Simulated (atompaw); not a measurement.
An all-electron radial function and its pseudo partner (arsenic (As))

Columns: radius, all-electron u(r) and pseudo u(r) of the 4p shell (level -17.88 eV) of arsenic in the configuration [Ar] 3d10 4s2 4p1.5; PBE, scalar-relativistic, PAW (atompaw) scheme, atompaw 4.2.0.5.

```tsv
r (bohr)	all-electron	pseudo
0.065	0.1573	0.0020
0.131	0.1805	0.0083
0.196	0.0509	0.0185
0.262	-0.1132	0.0329
0.327	-0.2393	0.0510
0.392	-0.3091	0.0727
0.458	-0.3248	0.0984
0.523	-0.2975	0.1270
0.588	-0.2403	0.1586
0.654	-0.1630	0.1934
0.719	-0.0766	0.2301
0.785	0.0152	0.2693
0.850	0.1050	0.3094
0.915	0.1914	0.3504
0.981	0.2738	0.3926
1.046	0.3483	0.4341
1.112	0.4168	0.4756
1.177	0.4771	0.5152
1.242	0.5300	0.5531
1.308	0.5767	0.5891
1.373	0.6158	0.6217
1.438	0.6487	0.6509
1.504	0.6761	0.6765
1.569	0.6974	0.6975
1.635	0.7140	0.7140
1.700	0.7255	0.7255
```

(1) How many radial nodes do the two functions have?

(2) Is the pseudo-wave norm-conserving?

Answers

(1) The all-electron 4p function has n − l − 1 = 2; the pseudo-wave has 0, since the states of the same l below it are removed with the core.

(2) No, it belongs to a PAW set: the norm inside the radius is not constrained, and the difference is carried by the augmentation charge.
